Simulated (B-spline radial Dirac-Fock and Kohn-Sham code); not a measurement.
Binding energies of Ir at several levels of theory

System: neutral iridium in the configuration 1s2 2s2 2p6 3s2 3p6 3d10 4s2 4p6 4d10 4f14 5s2 5p6 5d9 (an excited configuration).

The density-functional columns are spherical, spin-unpolarised Dirac-Kohn-Sham results without Breit or QED terms: −ε is minus the orbital energy of the initial state and ΔSCF the difference of two total energies. The reference in the last column comes from multi-electron Dirac-Fock with separately optimised hole states, Breit and Lamb-shift corrections added in first order. All numbers are from a B-spline atomic structure program, in eV; a selection of levels is shown. For the 1s level of heavy atoms much of the gap between ΔSCF and the reference is the Breit and QED part, -399.0 eV here; for other levels the error of the functional can be larger.

```csv
level,LDA −ε,LDA ΔSCF,Dirac-Fock
K (1s),75916.4,76499.9,76111.4
L1 (2s),13268.8,13373.9,13430.0
L2 (2p1/2),12718.3,12855.0,12828.7
L3 (2p3/2),11092.5,11207.9,11219.6
M1 (3s),3099.1,3127.9,3183.6
M2 (3p1/2),2851.0,2882.2,2917.0
M3 (3p3/2),2495.1,2522.9,2560.5
M4 (3d3/2),2077.7,2111.8,2121.0
N1 (4s),656.6,668.6,701.2
N2 (4p1/2),551.8,563.7,588.4
N3 (4p3/2),467.3,478.6,503.8
N4 (4d3/2),294.7,305.7,318.9
N6 (4f5/2),59.30,69.39,65.98
N7 (4f7/2),56.18,66.16,62.99
O1 (5s),93.34,99.47,104.3
O2 (5p1/2),60.38,66.21,67.66
O3 (5p3/2),46.82,52.37,54.43
"O4,5 (5d)",4.23,8.73,6.08
```

Values without a named source are computed, but for edge energies of neutral atoms, which are taken from tables.
